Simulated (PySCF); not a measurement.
C4H15BN2Si.
SMILES with atom numbers: `[BH2:1][CH2:2][N:3]([CH3:4])[SiH2:5][N:6]([CH3:7])[CH3:8]` (hydrogens: H9, H10 on B1; H11, H12 on C2; H13, H14, H15 on C4; H16, H17 on Si5; H18, H19, H20 on C7; H21, H22, H23 on C8)

Computed by this run: PySCF, PBE0-D3(BJ)/def2-SVP geometry optimisation, gas phase; density fitting, grid level 1; the optimiser is geomeTRIC in internal coordinates, started from a GFN2-xTB structure with every atom displaced at random (about 0.01 Å).

Step 0: E = -15905.1868 eV
```
atom  x, y, z in Å  |  force x, y, z in eV/Å
B1     -3.3286    0.1163   -0.4968   -0.238   0.235   0.167
C2     -2.2253   -0.9088   -0.2088    0.470  -0.056   0.787
N3     -0.9620   -0.4042    0.2603    0.675   0.413   0.390
C4     -0.9813    0.0426    1.6354   -2.943  -0.369  -0.849
Si5     0.1453    0.3088   -0.8544    0.241   0.358   0.921
N6      1.6761    0.3203   -0.0617    0.761  -0.228   0.212
C7      2.7515    1.1579   -0.5330   -1.455   0.511   0.401
C8      2.1984   -0.8569    0.5981   -1.064   0.381  -0.520
H9     -3.1223    1.2921   -0.4683    0.151   0.395  -0.032
H10    -4.4226   -0.2461   -0.7563   -0.678  -0.266  -0.267
H11    -2.5610   -1.6970    0.4923   -0.245  -0.202  -0.139
H12    -2.0304   -1.4222   -1.1494   -0.189  -0.519  -0.680
H13    -1.2914   -0.7960    2.2796    0.249  -0.144   0.235
H14    -1.8043    0.8093    1.7827    0.647  -0.209   0.031
H15    -0.0600    0.4401    1.9421    1.661   0.688   0.519
H16     0.0278   -0.5103   -2.0433   -0.153  -0.539  -0.933
H17    -0.0559    1.7355   -1.2178   -0.092   0.259  -0.178
H18     2.3178    2.0662   -0.9704    0.173   0.226  -0.063
H19     3.3930    1.4348    0.3003    0.441   0.238   0.329
H20     3.3320    0.6617   -1.2849    0.883  -0.471  -0.854
H21     2.8296   -1.4406   -0.0619    0.606  -0.461  -0.426
H22     2.7617   -0.5970    1.4839    0.434   0.200   0.646
H23     1.3596   -1.4829    0.8809   -0.334  -0.440   0.304
```

Task: Estimate the geometry and energy of step 1. (The exact step hangs on the optimiser's Hessian estimate; all steps are aligned on step 0, rigid shifts and turns removed.)

Result: E = -15905.4777 eV, largest force 0.663 eV/Å
```
atom  x, y, z in Å  |  force x, y, z in eV/Å
B1     -3.4218    0.0630   -0.4775    0.140  -0.019   0.000
C2     -2.2319   -0.9128   -0.1897   -0.012   0.030  -0.124
N3     -0.9768   -0.3503    0.2818   -0.117   0.007  -0.067
C4     -1.0585    0.1240    1.6361    0.552   0.272   0.246
Si5     0.1793    0.3209   -0.8232   -0.057  -0.067  -0.175
N6      1.7423    0.2866   -0.0714   -0.093  -0.017  -0.083
C7      2.7862    1.1815   -0.4958    0.228  -0.111  -0.113
C8      2.2250   -0.9244    0.5386    0.197  -0.113   0.101
H9     -3.2581    1.2618   -0.4656   -0.013   0.034   0.010
H10    -4.5105   -0.3714   -0.7713   -0.032  -0.070  -0.016
H11    -2.5639   -1.7305    0.4842    0.017  -0.054  -0.005
H12    -2.0693   -1.4400   -1.1599   -0.042   0.047   0.083
H13    -1.3259   -0.6957    2.3264    0.022  -0.055   0.046
H14    -1.8124    0.9231    1.7738   -0.100   0.060  -0.016
H15    -0.0762    0.5391    1.9607   -0.393  -0.196  -0.136
H16     0.0158   -0.5125   -2.0740   -0.007   0.040   0.130
H17    -0.0244    1.7517   -1.2313    0.054   0.011   0.042
H18     2.3653    2.1115   -0.9044   -0.030   0.019   0.001
H19     3.4463    1.4529    0.3516   -0.056  -0.005  -0.042
H20     3.4364    0.7293   -1.2844   -0.095   0.140   0.177
H21     2.8842   -1.5139   -0.1376   -0.045   0.069   0.062
H22     2.8134   -0.6993    1.4542   -0.093  -0.051  -0.130
H23     1.3833   -1.5709    0.8276   -0.025   0.030   0.010
```

The energy changes by -0.2909 eV. The first-order estimate −F·Δx gives -0.6501 eV and the mean of the old and new forces, exact on a quadratic surface, -0.2965 eV. The step makes an angle of 74° with the force vector and moves no atom by more than 0.154 Å.

The cost below is that of the whole optimisation. Hardware: Arm Neoverse V2, one thread, shared host with 96 logical CPUs at a one-minute load of 104. Cost: 3.2 min wall, 0.92 GiB resident at most.
